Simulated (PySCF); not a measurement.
## Calculated NMR parameters of C#CCC(=C)C(=C)CC#N

```
Formula                               : C9H9N
SMILES                                : C#CCC(=C)C(=C)CC#N
Point group of the computed structure : C1
Degrees of unsaturation               : 6
Carbon signals                        : 9
Proton signals                        : 7
```

Bonds (- single, = double, # triple, : aromatic): C1#C2, C2-C3, C3-C4, C4=C5, C4-C6, C6=C7, C6-C8, C8-C9, C9#N10. C1 carries H11; C3 carries H12, H13; C5 carries H14, H15; C7 carries H16, H17; C8 carries H18, H19. H14 is cis to C3; H17 is cis to C4; H15 is trans to C3; H16 is trans to C4.

PySCF 2.14.0 with density-fitted response routines calculation with geometry from PBE0-D3(BJ)/def2-SVP and σ from GIAO-KT2/pcSseg-1; averaged over atoms made equivalent by symmetry, fast rotation or ring inversion, one conformer, non-relativistic Hamiltonian, in vacuum.

Scale: TMS for ¹H (σref 31.18) and ¹³C (σref 183.22); ¹⁵N (σref 264.30) against NH3 (reference shieldings calculated alike).

| carbon | δC, type | δH (multiplicity) | HMBC from (2–3 bonds) | span of the C tensor (ppm) |
| --- | --- | --- | --- | --- |
| C1 | 68.2, CH | 2.13 (t) | H12/H13 | 201 |
| C2 | 78.2, C | – | H12/H13, H11 | 279 |
| C3 | 28.4, CH2 | 3.48 (d) | H15, H14, H11 | 28 |
| C4 | 144.5, C | – | H17, H15, H14, H16, H12/H13, H18/H19 | 211 |
| C5 | 115.2, CH2 | H14 5.02 (br s); H15 5.39 (br s) | H12/H13 | 158 |
| C6 | 141.6, C | – | H17, H15, H14, H16, H12/H13, H18/H19 | 208 |
| C7 | 116.0, CH2 | H16 5.01 (br s); H17 5.46 (br s) | H18/H19 | 160 |
| C8 | 25.9, CH2 | 3.37 (s) | H17, H16 | 24 |
| C9 | 110.9, C | – | H18/H19 | 325 |

Other nuclei:
```
atoms  nucleus       environment  δ (ppm)  σ (ppm)
  N10      ¹⁵N  nitrile nitrogen    282.5    -18.2
```

1. Carbon types of the structure: 4 × C, 1 × CH, 4 × CH2, which accounts for all hydrogens.
2. δC 144.5, 141.6: fully substituted alkene carbon; an sp2 carbon of a C=C bond.
3. δC 116.0, 115.2: terminal =CH2 carbon; an sp2 carbon of a C=C bond.
4. δC 110.9: nitrile carbon; C≡N carbons fall here, among the sp2 signals but without a proton.
5. δC 78.2: alkyne carbon; sp carbons lie upfield of alkene carbons because the cylindrical π system leaves one tensor component strongly shielded.
6. δC 68.2: terminal alkyne carbon; the triple bond shields along its axis, which puts it between sp3 and sp2 carbons.

Shifts are as computed. Against solution values, carbons near 30 ppm lie about +2 ppm off and those near 130 ppm about -5 ppm. Of 1211 compounds with measured shifts, 218 miss one by over three times the rms of a fit or turn the order of signals round; such compounds aren't used in these exercises. Experimental scales use liquid or dissolved standards, which lie at an offset from isolated NH3 (liquid NH3: subtract about 20 ppm). Unscaled 15N shifts of sp2 nitrogen come out 20 to 40 ppm too high even then. Multiplicities follow the n + 1 count of equivalent neighbours, as no J values were calculated; m marks all less simple cases, F and P coupling included.
